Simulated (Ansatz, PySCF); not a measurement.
Breaking a bond: BeO, singlet.

- UHF/cc-pVDZ (PySCF)
- RHF/cc-pVDZ (PySCF)
- UKS-PBE0 = unrestricted PBE0/cc-pVDZ in PySCF
- RKS-PBE0 = restricted PBE0/cc-pVDZ in PySCF
- UKS-BLYP = unrestricted BLYP/cc-pVDZ in PySCF
- RKS-BLYP = restricted BLYP/cc-pVDZ run with PySCF
- UKS-M06-2X = unrestricted M06-2X/cc-pVDZ run with PySCF 2.14.0
- RKS-M06-2X = restricted M06-2X/cc-pVDZ run with PySCF
- UKS-PBE = unrestricted PBE/cc-pVDZ (Ansatz, a program for electronic structure)
- RKS-PBE = restricted PBE/cc-pVDZ run with Ansatz
- UKS-B3LYP/6-31G* = unrestricted B3LYP/6-31G*, spherical d run with PySCF
- RKS-B3LYP/6-31G* = restricted B3LYP/6-31G*, spherical d run with PySCF 2.14.0
- UKS-B3LYP/3-21G = unrestricted B3LYP/3-21G (PySCF)
- RKS-B3LYP/3-21G = PySCF 2.14.0 with restricted B3LYP/3-21G

Scanned distances (Å): 1.00, 1.06, 1.13, 1.18, 1.24, 1.29, 1.32, 1.35, 1.41, 1.46, 1.54, 1.63, 1.81, 2.01, 2.17, 2.41, 2.65, 2.95, 3.26, 3.60, 3.96, 4.62, 5.26.

Q: Where does the unrestricted solution first break spin symmetry (<S²> of 0.01 or more)?

A: UHF: between 1.29 and 1.32 Å; UKS-PBE0: between 1.46 and 1.54 Å; UKS-BLYP: between 1.41 and 1.46 Å; UKS-M06-2X: between 1.46 and 1.54 Å; UKS-PBE: between 1.41 and 1.46 Å; UKS-B3LYP/6-31G*: between 1.46 and 1.54 Å; UKS-B3LYP/3-21G: between 1.46 and 1.54 Å.

```json
[
 {"R / Å": "1.00", "<S²> UHF": "0.00", "E(RHF) − E(UHF) / eV": "0.000", "<S²> UKS-PBE0": "0.00", "E(RKS-PBE0) − E(UKS-PBE0) / eV": "0.000", "<S²> UKS-BLYP": "0.00", "E(RKS-BLYP) − E(UKS-BLYP) / eV": "0.000", "<S²> UKS-M06-2X": "0.00", "E(RKS-M06-2X) − E(UKS-M06-2X) / eV": "0.000", "<S²> UKS-PBE": "0.00", "E(RKS-PBE) − E(UKS-PBE) / eV": "0.000", "<S²> UKS-B3LYP/6-31G*": "0.00", "E(RKS-B3LYP/6-31G*) − E(UKS-B3LYP/6-31G*) / eV": "0.000", "<S²> UKS-B3LYP/3-21G": "0.00", "E(RKS-B3LYP/3-21G) − E(UKS-B3LYP/3-21G) / eV": "0.000"},
 {"R / Å": "1.06", "<S²> UHF": "0.00", "E(RHF) − E(UHF) / eV": "0.000", "<S²> UKS-PBE0": "0.00", "E(RKS-PBE0) − E(UKS-PBE0) / eV": "0.000", "<S²> UKS-BLYP": "0.00", "E(RKS-BLYP) − E(UKS-BLYP) / eV": "0.000", "<S²> UKS-M06-2X": "0.00", "E(RKS-M06-2X) − E(UKS-M06-2X) / eV": "0.000", "<S²> UKS-PBE": "0.00", "E(RKS-PBE) − E(UKS-PBE) / eV": "0.000", "<S²> UKS-B3LYP/6-31G*": "0.00", "E(RKS-B3LYP/6-31G*) − E(UKS-B3LYP/6-31G*) / eV": "0.000", "<S²> UKS-B3LYP/3-21G": "0.00", "E(RKS-B3LYP/3-21G) − E(UKS-B3LYP/3-21G) / eV": "0.000"},
 {"R / Å": "1.13", "<S²> UHF": "0.00", "E(RHF) − E(UHF) / eV": "0.000", "<S²> UKS-PBE0": "0.00", "E(RKS-PBE0) − E(UKS-PBE0) / eV": "0.000", "<S²> UKS-BLYP": "0.00", "E(RKS-BLYP) − E(UKS-BLYP) / eV": "0.000", "<S²> UKS-M06-2X": "0.00", "E(RKS-M06-2X) − E(UKS-M06-2X) / eV": "0.000", "<S²> UKS-PBE": "0.00", "E(RKS-PBE) − E(UKS-PBE) / eV": "0.000", "<S²> UKS-B3LYP/6-31G*": "0.00", "E(RKS-B3LYP/6-31G*) − E(UKS-B3LYP/6-31G*) / eV": "0.000", "<S²> UKS-B3LYP/3-21G": "0.00", "E(RKS-B3LYP/3-21G) − E(UKS-B3LYP/3-21G) / eV": "0.000"},
 {"R / Å": "1.18", "<S²> UHF": "0.00", "E(RHF) − E(UHF) / eV": "0.000", "<S²> UKS-PBE0": "0.00", "E(RKS-PBE0) − E(UKS-PBE0) / eV": "0.000", "<S²> UKS-BLYP": "0.00", "E(RKS-BLYP) − E(UKS-BLYP) / eV": "0.000", "<S²> UKS-M06-2X": "0.00", "E(RKS-M06-2X) − E(UKS-M06-2X) / eV": "0.000", "<S²> UKS-PBE": "0.00", "E(RKS-PBE) − E(UKS-PBE) / eV": "0.000", "<S²> UKS-B3LYP/6-31G*": "0.00", "E(RKS-B3LYP/6-31G*) − E(UKS-B3LYP/6-31G*) / eV": "0.000", "<S²> UKS-B3LYP/3-21G": "0.00", "E(RKS-B3LYP/3-21G) − E(UKS-B3LYP/3-21G) / eV": "0.000"},
 {"R / Å": "1.24", "<S²> UHF": "0.00", "E(RHF) − E(UHF) / eV": "0.000", "<S²> UKS-PBE0": "0.00", "E(RKS-PBE0) − E(UKS-PBE0) / eV": "0.000", "<S²> UKS-BLYP": "0.00", "E(RKS-BLYP) − E(UKS-BLYP) / eV": "0.000", "<S²> UKS-M06-2X": "0.00", "E(RKS-M06-2X) − E(UKS-M06-2X) / eV": "0.000", "<S²> UKS-PBE": "0.00", "E(RKS-PBE) − E(UKS-PBE) / eV": "0.000", "<S²> UKS-B3LYP/6-31G*": "0.00", "E(RKS-B3LYP/6-31G*) − E(UKS-B3LYP/6-31G*) / eV": "0.000", "<S²> UKS-B3LYP/3-21G": "0.00", "E(RKS-B3LYP/3-21G) − E(UKS-B3LYP/3-21G) / eV": "0.000"},
 {"R / Å": "1.29", "<S²> UHF": "0.00", "E(RHF) − E(UHF) / eV": "0.000", "<S²> UKS-PBE0": "0.00", "E(RKS-PBE0) − E(UKS-PBE0) / eV": "0.000", "<S²> UKS-BLYP": "0.00", "E(RKS-BLYP) − E(UKS-BLYP) / eV": "0.000", "<S²> UKS-M06-2X": "0.00", "E(RKS-M06-2X) − E(UKS-M06-2X) / eV": "0.000", "<S²> UKS-PBE": "0.00", "E(RKS-PBE) − E(UKS-PBE) / eV": "0.000", "<S²> UKS-B3LYP/6-31G*": "0.00", "E(RKS-B3LYP/6-31G*) − E(UKS-B3LYP/6-31G*) / eV": "0.000", "<S²> UKS-B3LYP/3-21G": "0.00", "E(RKS-B3LYP/3-21G) − E(UKS-B3LYP/3-21G) / eV": "0.000"},
 {"R / Å": "1.32", "<S²> UHF": "1.01", "E(RHF) − E(UHF) / eV": "0.762", "<S²> UKS-PBE0": "0.00", "E(RKS-PBE0) − E(UKS-PBE0) / eV": "0.000", "<S²> UKS-BLYP": "0.00", "E(RKS-BLYP) − E(UKS-BLYP) / eV": "0.000", "<S²> UKS-M06-2X": "0.00", "E(RKS-M06-2X) − E(UKS-M06-2X) / eV": "0.000", "<S²> UKS-PBE": "0.00", "E(RKS-PBE) − E(UKS-PBE) / eV": "0.000", "<S²> UKS-B3LYP/6-31G*": "0.00", "E(RKS-B3LYP/6-31G*) − E(UKS-B3LYP/6-31G*) / eV": "0.000", "<S²> UKS-B3LYP/3-21G": "0.00", "E(RKS-B3LYP/3-21G) − E(UKS-B3LYP/3-21G) / eV": "0.000"},
 {"R / Å": "1.35", "<S²> UHF": "1.01", "E(RHF) − E(UHF) / eV": "0.988", "<S²> UKS-PBE0": "0.00", "E(RKS-PBE0) − E(UKS-PBE0) / eV": "0.000", "<S²> UKS-BLYP": "0.00", "E(RKS-BLYP) − E(UKS-BLYP) / eV": "0.000", "<S²> UKS-M06-2X": "0.00", "E(RKS-M06-2X) − E(UKS-M06-2X) / eV": "0.000", "<S²> UKS-PBE": "0.00", "E(RKS-PBE) − E(UKS-PBE) / eV": "0.000", "<S²> UKS-B3LYP/6-31G*": "0.00", "E(RKS-B3LYP/6-31G*) − E(UKS-B3LYP/6-31G*) / eV": "0.000", "<S²> UKS-B3LYP/3-21G": "0.00", "E(RKS-B3LYP/3-21G) − E(UKS-B3LYP/3-21G) / eV": "0.000"},
 {"R / Å": "1.41", "<S²> UHF": "1.01", "E(RHF) − E(UHF) / eV": "1.422", "<S²> UKS-PBE0": "0.00", "E(RKS-PBE0) − E(UKS-PBE0) / eV": "0.000", "<S²> UKS-BLYP": "0.00", "E(RKS-BLYP) − E(UKS-BLYP) / eV": "0.000", "<S²> UKS-M06-2X": "0.00", "E(RKS-M06-2X) − E(UKS-M06-2X) / eV": "0.000", "<S²> UKS-PBE": "0.00", "E(RKS-PBE) − E(UKS-PBE) / eV": "0.000", "<S²> UKS-B3LYP/6-31G*": "0.00", "E(RKS-B3LYP/6-31G*) − E(UKS-B3LYP/6-31G*) / eV": "0.000", "<S²> UKS-B3LYP/3-21G": "0.00", "E(RKS-B3LYP/3-21G) − E(UKS-B3LYP/3-21G) / eV": "0.000"},
 {"R / Å": "1.46", "<S²> UHF": "1.01", "E(RHF) − E(UHF) / eV": "1.763", "<S²> UKS-PBE0": "0.00", "E(RKS-PBE0) − E(UKS-PBE0) / eV": "0.000", "<S²> UKS-BLYP": "0.02", "E(RKS-BLYP) − E(UKS-BLYP) / eV": "0.000", "<S²> UKS-M06-2X": "0.00", "E(RKS-M06-2X) − E(UKS-M06-2X) / eV": "0.000", "<S²> UKS-PBE": "0.02", "E(RKS-PBE) − E(UKS-PBE) / eV": "0.000", "<S²> UKS-B3LYP/6-31G*": "0.00", "E(RKS-B3LYP/6-31G*) − E(UKS-B3LYP/6-31G*) / eV": "0.000", "<S²> UKS-B3LYP/3-21G": "0.00", "E(RKS-B3LYP/3-21G) − E(UKS-B3LYP/3-21G) / eV": "0.000"},
 {"R / Å": "1.54", "<S²> UHF": "1.01", "E(RHF) − E(UHF) / eV": "2.261", "<S²> UKS-PBE0": "0.77", "E(RKS-PBE0) − E(UKS-PBE0) / eV": "0.110", "<S²> UKS-BLYP": "0.18", "E(RKS-BLYP) − E(UKS-BLYP) / eV": "0.013", "<S²> UKS-M06-2X": "1.00", "E(RKS-M06-2X) − E(UKS-M06-2X) / eV": "0.034", "<S²> UKS-PBE": "0.18", "E(RKS-PBE) − E(UKS-PBE) / eV": "0.015", "<S²> UKS-B3LYP/6-31G*": "0.54", "E(RKS-B3LYP/6-31G*) − E(UKS-B3LYP/6-31G*) / eV": "0.043", "<S²> UKS-B3LYP/3-21G": "0.13", "E(RKS-B3LYP/3-21G) − E(UKS-B3LYP/3-21G) / eV": "0.007"},
 {"R / Å": "1.63", "<S²> UHF": "1.01", "E(RHF) − E(UHF) / eV": "2.722", "<S²> UKS-PBE0": "1.01", "E(RKS-PBE0) − E(UKS-PBE0) / eV": "0.444", "<S²> UKS-BLYP": "0.43", "E(RKS-BLYP) − E(UKS-BLYP) / eV": "0.057", "<S²> UKS-M06-2X": "1.00", "E(RKS-M06-2X) − E(UKS-M06-2X) / eV": "0.437", "<S²> UKS-PBE": "0.44", "E(RKS-PBE) − E(UKS-PBE) / eV": "0.063", "<S²> UKS-B3LYP/6-31G*": "0.90", "E(RKS-B3LYP/6-31G*) − E(UKS-B3LYP/6-31G*) / eV": "0.266", "<S²> UKS-B3LYP/3-21G": "0.91", "E(RKS-B3LYP/3-21G) − E(UKS-B3LYP/3-21G) / eV": "0.182"},
 {"R / Å": "1.81", "<S²> UHF": "1.01", "E(RHF) − E(UHF) / eV": "3.138", "<S²> UKS-PBE0": "1.01", "E(RKS-PBE0) − E(UKS-PBE0) / eV": "1.010", "<S²> UKS-BLYP": "0.84", "E(RKS-BLYP) − E(UKS-BLYP) / eV": "—", "<S²> UKS-M06-2X": "1.00", "E(RKS-M06-2X) − E(UKS-M06-2X) / eV": "1.059", "<S²> UKS-PBE": "0.87", "E(RKS-PBE) − E(UKS-PBE) / eV": "0.328", "<S²> UKS-B3LYP/6-31G*": "1.01", "E(RKS-B3LYP/6-31G*) − E(UKS-B3LYP/6-31G*) / eV": "0.800", "<S²> UKS-B3LYP/3-21G": "1.01", "E(RKS-B3LYP/3-21G) − E(UKS-B3LYP/3-21G) / eV": "0.751"},
 {"R / Å": "2.01", "<S²> UHF": "1.01", "E(RHF) − E(UHF) / eV": "2.959", "<S²> UKS-PBE0": "1.01", "E(RKS-PBE0) − E(UKS-PBE0) / eV": "1.379", "<S²> UKS-BLYP": "1.01", "E(RKS-BLYP) − E(UKS-BLYP) / eV": "—", "<S²> UKS-M06-2X": "1.00", "E(RKS-M06-2X) − E(UKS-M06-2X) / eV": "1.439", "<S²> UKS-PBE": "1.01", "E(RKS-PBE) − E(UKS-PBE) / eV": "0.716", "<S²> UKS-B3LYP/6-31G*": "1.01", "E(RKS-B3LYP/6-31G*) − E(UKS-B3LYP/6-31G*) / eV": "1.172", "<S²> UKS-B3LYP/3-21G": "1.01", "E(RKS-B3LYP/3-21G) − E(UKS-B3LYP/3-21G) / eV": "1.163"},
 {"R / Å": "2.17", "<S²> UHF": "1.01", "E(RHF) − E(UHF) / eV": "2.597", "<S²> UKS-PBE0": "1.01", "E(RKS-PBE0) − E(UKS-PBE0) / eV": "1.518", "<S²> UKS-BLYP": "1.01", "E(RKS-BLYP) − E(UKS-BLYP) / eV": "—", "<S²> UKS-M06-2X": "1.00", "E(RKS-M06-2X) − E(UKS-M06-2X) / eV": "1.546", "<S²> UKS-PBE": "1.01", "E(RKS-PBE) − E(UKS-PBE) / eV": "0.944", "<S²> UKS-B3LYP/6-31G*": "1.01", "E(RKS-B3LYP/6-31G*) − E(UKS-B3LYP/6-31G*) / eV": "1.325", "<S²> UKS-B3LYP/3-21G": "1.01", "E(RKS-B3LYP/3-21G) − E(UKS-B3LYP/3-21G) / eV": "1.346"},
 {"R / Å": "2.41", "<S²> UHF": "1.27", "E(RHF) − E(UHF) / eV": "2.297", "<S²> UKS-PBE0": "1.03", "E(RKS-PBE0) − E(UKS-PBE0) / eV": "1.584", "<S²> UKS-BLYP": "1.01", "E(RKS-BLYP) − E(UKS-BLYP) / eV": "—", "<S²> UKS-M06-2X": "1.01", "E(RKS-M06-2X) − E(UKS-M06-2X) / eV": "1.439", "<S²> UKS-PBE": "1.01", "E(RKS-PBE) − E(UKS-PBE) / eV": "1.157", "<S²> UKS-B3LYP/6-31G*": "1.02", "E(RKS-B3LYP/6-31G*) − E(UKS-B3LYP/6-31G*) / eV": "1.410", "<S²> UKS-B3LYP/3-21G": "1.03", "E(RKS-B3LYP/3-21G) − E(UKS-B3LYP/3-21G) / eV": "1.476"},
 {"R / Å": "2.65", "<S²> UHF": "1.28", "E(RHF) − E(UHF) / eV": "2.307", "<S²> UKS-PBE0": "1.08", "E(RKS-PBE0) − E(UKS-PBE0) / eV": "1.643", "<S²> UKS-BLYP": "1.02", "E(RKS-BLYP) − E(UKS-BLYP) / eV": "—", "<S²> UKS-M06-2X": "1.05", "E(RKS-M06-2X) − E(UKS-M06-2X) / eV": "1.291", "<S²> UKS-PBE": "1.02", "E(RKS-PBE) − E(UKS-PBE) / eV": "1.297", "<S²> UKS-B3LYP/6-31G*": "1.05", "E(RKS-B3LYP/6-31G*) − E(UKS-B3LYP/6-31G*) / eV": "1.464", "<S²> UKS-B3LYP/3-21G": "1.05", "E(RKS-B3LYP/3-21G) − E(UKS-B3LYP/3-21G) / eV": "1.572"},
 {"R / Å": "2.95", "<S²> UHF": "1.24", "E(RHF) − E(UHF) / eV": "2.366", "<S²> UKS-PBE0": "1.07", "E(RKS-PBE0) − E(UKS-PBE0) / eV": "1.756", "<S²> UKS-BLYP": "1.03", "E(RKS-BLYP) − E(UKS-BLYP) / eV": "—", "<S²> UKS-M06-2X": "1.03", "E(RKS-M06-2X) − E(UKS-M06-2X) / eV": "1.385", "<S²> UKS-PBE": "1.03", "E(RKS-PBE) − E(UKS-PBE) / eV": "1.454", "<S²> UKS-B3LYP/6-31G*": "1.05", "E(RKS-B3LYP/6-31G*) − E(UKS-B3LYP/6-31G*) / eV": "1.558", "<S²> UKS-B3LYP/3-21G": "1.05", "E(RKS-B3LYP/3-21G) − E(UKS-B3LYP/3-21G) / eV": "1.693"},
 {"R / Å": "3.26", "<S²> UHF": "1.20", "E(RHF) − E(UHF) / eV": "2.410", "<S²> UKS-PBE0": "1.04", "E(RKS-PBE0) − E(UKS-PBE0) / eV": "1.872", "<S²> UKS-BLYP": "1.02", "E(RKS-BLYP) − E(UKS-BLYP) / eV": "—", "<S²> UKS-M06-2X": "1.01", "E(RKS-M06-2X) − E(UKS-M06-2X) / eV": "1.523", "<S²> UKS-PBE": "1.03", "E(RKS-PBE) − E(UKS-PBE) / eV": "1.592", "<S²> UKS-B3LYP/6-31G*": "1.03", "E(RKS-B3LYP/6-31G*) − E(UKS-B3LYP/6-31G*) / eV": "1.656", "<S²> UKS-B3LYP/3-21G": "1.57", "E(RKS-B3LYP/3-21G) − E(UKS-B3LYP/3-21G) / eV": "—"},
 {"R / Å": "3.60", "<S²> UHF": "1.16", "E(RHF) − E(UHF) / eV": "2.434", "<S²> UKS-PBE0": "1.02", "E(RKS-PBE0) − E(UKS-PBE0) / eV": "1.978", "<S²> UKS-BLYP": "1.01", "E(RKS-BLYP) − E(UKS-BLYP) / eV": "—", "<S²> UKS-M06-2X": "1.00", "E(RKS-M06-2X) − E(UKS-M06-2X) / eV": "1.631", "<S²> UKS-PBE": "1.02", "E(RKS-PBE) − E(UKS-PBE) / eV": "1.699", "<S²> UKS-B3LYP/6-31G*": "1.02", "E(RKS-B3LYP/6-31G*) − E(UKS-B3LYP/6-31G*) / eV": "1.745", "<S²> UKS-B3LYP/3-21G": "1.74", "E(RKS-B3LYP/3-21G) − E(UKS-B3LYP/3-21G) / eV": "—"},
 {"R / Å": "3.96", "<S²> UHF": "1.14", "E(RHF) − E(UHF) / eV": "2.448", "<S²> UKS-PBE0": "1.01", "E(RKS-PBE0) − E(UKS-PBE0) / eV": "2.060", "<S²> UKS-BLYP": "1.00", "E(RKS-BLYP) − E(UKS-BLYP) / eV": "—", "<S²> UKS-M06-2X": "1.00", "E(RKS-M06-2X) − E(UKS-M06-2X) / eV": "1.691", "<S²> UKS-PBE": "1.01", "E(RKS-PBE) − E(UKS-PBE) / eV": "1.774", "<S²> UKS-B3LYP/6-31G*": "1.01", "E(RKS-B3LYP/6-31G*) − E(UKS-B3LYP/6-31G*) / eV": "1.815", "<S²> UKS-B3LYP/3-21G": "1.83", "E(RKS-B3LYP/3-21G) − E(UKS-B3LYP/3-21G) / eV": "—"},
 {"R / Å": "4.62", "<S²> UHF": "1.13", "E(RHF) − E(UHF) / eV": "2.453", "<S²> UKS-PBE0": "1.00", "E(RKS-PBE0) − E(UKS-PBE0) / eV": "2.156", "<S²> UKS-BLYP": "1.00", "E(RKS-BLYP) − E(UKS-BLYP) / eV": "—", "<S²> UKS-M06-2X": "1.00", "E(RKS-M06-2X) − E(UKS-M06-2X) / eV": "1.738", "<S²> UKS-PBE": "1.00", "E(RKS-PBE) − E(UKS-PBE) / eV": "1.850", "<S²> UKS-B3LYP/6-31G*": "1.00", "E(RKS-B3LYP/6-31G*) − E(UKS-B3LYP/6-31G*) / eV": "1.895", "<S²> UKS-B3LYP/3-21G": "1.91", "E(RKS-B3LYP/3-21G) − E(UKS-B3LYP/3-21G) / eV": "—"},
 {"R / Å": "5.26", "<S²> UHF": "1.13", "E(RHF) − E(UHF) / eV": "2.449", "<S²> UKS-PBE0": "1.00", "E(RKS-PBE0) − E(UKS-PBE0) / eV": "2.193", "<S²> UKS-BLYP": "1.00", "E(RKS-BLYP) − E(UKS-BLYP) / eV": "—", "<S²> UKS-M06-2X": "1.00", "E(RKS-M06-2X) − E(UKS-M06-2X) / eV": "1.742", "<S²> UKS-PBE": "1.00", "E(RKS-PBE) − E(UKS-PBE) / eV": "1.885", "<S²> UKS-B3LYP/6-31G*": "1.00", "E(RKS-B3LYP/6-31G*) − E(UKS-B3LYP/6-31G*) / eV": "1.938", "<S²> UKS-B3LYP/3-21G": "0.00", "E(RKS-B3LYP/3-21G) − E(UKS-B3LYP/3-21G) / eV": "—"}
]
```

A dash means that the run gave no value there, or that the column was ended at a point which the program doubted or which failed a test of continuity chosen for this set; such a test can also cut sound points.
